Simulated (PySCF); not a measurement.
Ti(Cl)2(OH)2 (Cl2H2O2Ti), SMILES [OH][Ti]([OH])([Cl])[Cl], multiplicity 1. Atoms are numbered in the order given.

```xyz
7

Ti    -0.3081     0.0000     0.0000
Cl     0.9334     1.8108     0.0000
Cl     0.9451    -1.8027     0.0000
O     -1.3053    -0.0053     1.4178
H     -2.1366    -0.0275     1.9002
O     -1.3053    -0.0053    -1.4178
H     -2.1366    -0.0275    -1.9002
```
Charge 0, spin multiplicity 1.

Geometry: ωB97X-D3(BJ)/def2-SVP. A frequency run showed that this geometry is not a minimum. The multiplicity is an assumed one; no other spin state was optimised. The structure was generated by enumeration; whether it is a known compound was not checked. One conformer was computed; it need not be the lowest.

The numbers are results of B3LYP/pcSseg-1 in PySCF, not measurements.

GIAO shieldings, no solvent; atoms listed in one row are averaged. δ = σ(ref) − σ: ³⁵Cl against HCl (σ = 933.3 ppm); ¹⁷O against H2O (σ = 333.8 ppm); ¹H against TMS (σ = 31.68 ppm), references at their B3LYP-D3(BJ)/def2-TZVP geometries, non-relativistic (without spin–orbit terms, shifts of atoms bonded to Cl or Br come out too high).

```csv
nucleus,atoms,count,δ (ppm)
³⁵Cl,Cl2,1,681.2
³⁵Cl,Cl3,1,678.9
¹⁷O,"O4, O6",2,351.8
¹H,"H5, H7",2,5.52
```
